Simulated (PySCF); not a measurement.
C3H8OSi2.

```xyz
14

O     -2.2947    -0.4329     0.3694
Si    -0.9299    -0.3223    -0.6024
C      0.4243    -1.5867    -0.1305
C      1.5569    -0.9093     0.6117
C      1.7227     0.4275     0.6943
Si     0.4453     1.5281    -0.1463
H     -2.2345    -0.0306     1.2434
H     -1.4195    -0.5435    -1.9879
H     -0.0032    -2.4094     0.4707
H      0.8165    -2.0706    -1.0455
H      2.2888    -1.5731     1.0938
H      2.5899     0.8135     1.2425
H     -0.1208     2.5522     0.7862
H      1.0009     2.2534    -1.3294
```

Coordinates come from a B3LYP-D3(BJ)/def2-SVP optimisation. The structure was generated by enumeration; whether it is a known compound was not checked. Other conformers were not sampled.

All values below come from PySCF with PBE0/pcSseg-1. Non-relativistic, no solvent.

Computed absolute GIAO shielding of each atom: isotropic value and principal components (ppm):
```
atom  σ(iso)     σ11    σ22    σ33   span
----  ------  ------  -----  -----  -----
O1     312.2   283.1  313.7  339.8   56.7
Si2    340.6   286.9  333.0  401.8  114.9
C3     155.2   140.4  152.3  172.9   32.6
C4      20.9  -103.3   22.0  144.1  247.4
C5      51.0   -59.9   49.2  163.6  223.5
Si6    431.1   404.3  419.4  469.4   65.1
H7      30.7    22.3   27.1   42.6   20.3
H8      26.0    22.8   24.4   30.7    7.9
H9      29.4    25.6   27.6   34.9    9.2
H10     29.5    25.4   27.3   35.8   10.3
H11     24.1    21.7   23.8   26.9    5.3
H12     24.9    23.5   24.5   26.7    3.2
H13     27.3    24.4   24.8   32.8    8.3
H14     27.3    24.2   24.7   33.1    8.9
```
